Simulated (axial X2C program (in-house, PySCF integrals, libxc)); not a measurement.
**AuCl: cheaper levels and CCSD(T), with spin–orbit coupling**

Computed with an axial X2C code built on PySCF integrals. Two-component (2c) means X2C with spin–orbit coupling and atomic mean-field two-electron Coulomb and Gaunt terms. Basis: Au dyall-cv4z [15s16p10d7f7g], Cl dyall-av4z [10s9p4d3f2g] (cores contracted in-house); Gaussian nuclei, density fitting, unrestricted open shells. Masses: Au 196.967 u, Cl 34.969 u.

State: Ω = 0 (closed shell); fragments Au + Cl.

| level | Re (Å) | ωe (cm⁻¹) | De (eV) |
| --- | --- | --- | --- |
| PBE0 | 2.205 | 374.6 | 2.95 |
| HF | 2.288 | 337.0 | 1.68 |
| MP2 | 2.177 | 396.5 | 3.04 |
| CCSD | 2.217 | 372.3 | 2.79 |
| BP86 | 2.211 | 366.2 | 3.07 |
| PBE50 | 2.205 | 378.2 | 2.83 |
| M06 | 2.245 | 357.7 | 2.93 |

Correlated methods: 18 electrons correlated (number of frozen shells: Au 5 s, 4 p, 2 d, 1 f; Cl 2 s, 1 p), 430 virtual spin orbitals or spinors in MP2, 180 natural virtuals in coupled cluster.

CCSD(T), same Hamiltonian and basis:

Re = 2.213 Å, ωe = 373.6 cm⁻¹, De = 2.91 eV; T1 = 0.022 (Lee–Taylor normalisation).

Q: Give the differences from CCSD(T) in the columns below.

A: 

| level | ΔRe (Å) | Δωe (cm⁻¹) | ΔDe (eV) |
| --- | --- | --- | --- |
| PBE0 | -0.008 | 1 | 0.04 |
| HF | 0.075 | -37 | -1.23 |
| MP2 | -0.036 | 23 | 0.13 |
| CCSD | 0.004 | -1 | -0.12 |
| BP86 | -0.002 | -7 | 0.16 |
| PBE50 | -0.008 | 5 | -0.08 |
| M06 | 0.032 | -16 | 0.02 |

The state is one determinant whose occupation by symmetry is held fixed; it was picked as the lowest of a PBE0 search that is not exhaustive. Closed shells are restricted here (equal orbitals for both partners); the stretched side of such a curve lies too high. De is counted from the lowest determinant-based energies of the atoms at the same level, without counterpoise correction. CCSD and (T) use frozen natural virtuals with an MP2 correction for the truncation; (T) itself is uncorrected, so its De runs slightly low. A 2c atom that is not at its ground J level misses part of its spin–orbit lowering, and De is too large by that part (0.04 eV or less for light atoms). This holds for PBE0, BP86, PBE50. The functionals have no current-density term, which raises determinants with orbital currents, atoms included.
